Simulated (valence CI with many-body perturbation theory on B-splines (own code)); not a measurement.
**Sensitivity of CI+MBPT for O2+**

Computed by configuration interaction combined with many-body perturbation theory (CI+MBPT): four valence electrons over a frozen Dirac-Fock core [He], radial functions for each j: 6 s, 6 p, 5 d, 3 f, 1 g, with the one-electron correlation potential Σ1 (screened to all orders), the two-electron term Σ2, the three-electron term Σ3, Breit, model QED; selected single and double excitations, second order for the rest, scaled by the run's own slope (own B-spline code, finite nucleus).

Set against measurement, 18 paired levels are off by 227 cm⁻¹ on average, the worst by 623. These come from a selection out of Moore, Selected Tables of Atomic Spectra, NSRDS-NBS 3, section 11. Levels without a partner in it may be off by more.

The reference run has the lowest level 2s²2p² ³P_0 and an ionisation energy of 54.9039 eV. Its largest variational space holds 10567 state functions.

Changed runs:
A. scale of Σ1 1 → 0; scale of Σ2 1 → 0; three-electron term on → off
B. averaging of valence orbitals over low configurations on → off
C. shift of the energy in Σ1 (hartree) 0 → 0.4
D. factor on the speed of light 1 → 0.9 (bad on purpose)

Excitation energies of the reference run in cm⁻¹, and shifts in cm⁻¹:

| Level | Reference | A | B | C | D |
| --- | --- | --- | --- | --- | --- |
| 2s²2p² ³P_1 | 112 | -1.5 | 0 | 0 | +27 |
| 2s²2p² ³P_2 | 304 | -5.1 | +0.1 | 0 | +72 |
| 2s²2p² ¹D_2 | 20532 | -48 | +1.7 | +0.6 | +47 |
| 2s²2p² ¹S_0 | 43599 | -235 | +2.0 | +0.9 | +59 |
| 2s2p³ ⁵S°_2 | 59939 | +535 | +16 | -4.4 | +162 |
| 2s2p³ ³D°_3 | 120143 | +717 | +15 | -3.0 | +159 |
| 2s2p³ ³D°_2 | 120171 | +716 | +15 | -3.0 | +165 |
| 2s2p³ ³D°_1 | 120178 | +716 | +16 | -3.0 | +166 |
| 2s2p³ ³P°_2 | 142659 | +639 | +16 | -2.5 | +166 |
| 2s2p³ ³P°_1 | 142661 | +639 | +16 | -2.5 | +166 |
| 2s2p³ ³P°_0 | 142676 | +640 | +16 | -2.5 | +169 |
| 2s2p³ ¹D°_2 | 187519 | +1479 | +11 | -2.0 | +173 |
| Ionisation energy (eV) | 54.9039 | -0.0898 | +7.2e-05 | +0.0015 | -0.0034 |
